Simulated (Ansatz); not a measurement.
Relaxation of CH₃PSSe (7 atoms, charge 0, multiplicity 1), to a largest force component of 0.02 eV/Å in at most 50 steps.

The calculation used RKS LDA/def2-SVP (Ansatz 0.2.0).

```xyz
7
Properties=species:S:1:pos:R:3
P -0.307 1.381 -0.170
S 0.043 -0.175 1.211
C 0.978 -1.074 -0.009
Se -0.078 -2.029 -0.750
H -1.345 0.657 -0.940
H -1.336 2.076 0.681
H -0.718 -3.074 -1.667
```

Problem. Where does it end, and by what steps?

Solution. It converged. After 17 steps the energy has fallen by 4.433 eV; H5 moved furthest, 1.25 Å. The start is strongly strained (largest force component 9 eV/Å).

| step | energy less start (eV) | largest force component (eV/Å) | accepted |
| --- | --- | --- | --- |
| 0 | 0.0000 | 8.764 | yes |
| 1 | -1.6812 | 5.663 | yes |
| 2 | -2.6230 | 2.037 | yes |
| 3 | -3.1680 | 1.139 | yes |
| 4 | -3.5226 | 0.925 | yes |
| 5 | -3.7325 | 0.842 | yes |
| 6 | -3.9555 | 0.694 | yes |
| 7 | -4.1515 | 0.802 | yes |
| 8 | -4.2632 | 1.187 | yes |
| 9 | -4.3209 | 0.984 | yes |
| 10 | -4.3844 | 0.986 | yes |
| 11 | -4.3705 | 0.919 | no |
| 12 | -4.4268 | 0.096 | yes |
| 13 | -4.4286 | 0.073 | yes |
| 14 | -4.4302 | 0.085 | yes |
| 15 | -4.4322 | 0.042 | yes |
| 16 | -4.4324 | 0.037 | yes |
| 17 | -4.4326 | 0.013 | yes |

```xyz
7
Properties=species:S:1:pos:R:3
P -0.277 1.657 -0.234
S -0.605 -0.308 0.659
C -0.020 -1.255 -0.591
Se -0.138 -3.053 -0.279
H -1.656 1.831 -0.632
H -0.535 2.340 1.017
H 0.470 -3.450 -1.584
```

Whether the end is a true minimum wasn't checked by a vibrational analysis.

Time of the run: 20 s on 2 threads of Intel(R) Xeon(R) CPU @ 2.80GHz (Skylake/Cascade Lake), on a shared host, peak memory 0.17 GiB.
